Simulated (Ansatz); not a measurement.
Consider the redistribution: `C[SiH2][AlH][SnH3]` + `C=CCO[SiH3]` → `C[SiH2][AlH][O][SiH3]` + `C=C[CH2][SnH3]`.

Calculated with Ansatz (gas phase, PBE0-D4/def2-TZVP geometries, no zero-point term in ΔE). CCSD(T)/CBS adds triple-zeta CCSD(T) − MP2 to the extrapolated MP2 energy (def2 sets, frozen cores). Functionals use def2-TZVPP. def2 core potentials past Kr. For Sn outer-core shells are correlated without core-valence functions, which leaves a few kJ/mol of doubt a bond. Each species was taken in one conformer, which may not be the lowest.

CCSD(T)/CBS gives -191.5 kJ/mol.

Another level gave -200.7 kJ/mol. Which?
A. CCSD/def2-TZVPP
B. SCS-MP2/def2-TZVPP
C. HF/def2-TZVPP
D. PBE0-D4/def2-TZVPP

B. SCS-MP2/def2-TZVPP -200.7, CCSD/def2-TZVPP -190.5, PBE0-D4 -174.3, HF/def2-TZVPP -185.7 kJ/mol.

Largest T1 diagnostic among the species: 0.013.

In def2-TZVPP, CCSD(T) changes the Hartree–Fock value by −5.2 kJ/mol (the triples alone add −0.4 kJ/mol) and MP2 by −19.3 kJ/mol. The D4 term adds −4.3 kJ/mol with B3LYP and −2.3 kJ/mol with PBE0; it sums over pairs of atoms, weighted by their polarisabilities, and B3LYP, whose exchange is more repulsive, gets the larger term. From PBE to PBE0 (25 % exact exchange), in def2-TZVPP and without D4, ΔE moves by −3.8 kJ/mol.

B3LYP here is the variant with VWN-RPA as its local correlation; programs differ in this.
